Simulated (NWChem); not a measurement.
## Total energies of Te

```xyz
1

Te     0.0000     0.0000     0.0000
```
Charge 0, spin multiplicity 3.

The numbers come from NWChem runs, not from measurements.

Basis set: def2-SVP (26 functions).

```csv
method,total energy (Ha)
UHF,-266.99681
UMP2,-267.07415
UB2PLYP,-267.69926
UPBE,-267.96343
UB3LYP,-268.06433
ULC-wPBE (omega 0.3 per bohr),-268.00204
```

Total energies of different functionals aren't comparable as a measure of quality: only differences taken within one method are. 

Effective core potentials replace the inner electrons of Te; spin-orbit coupling is left out. The correlated methods keep 4 core orbitals frozen. B3LYP has NWChem's definition, with VWN1-RPA local correlation. No SCF solution was tested for a lower state. Open-shell Hartree-Fock references start from PBE0 orbitals.
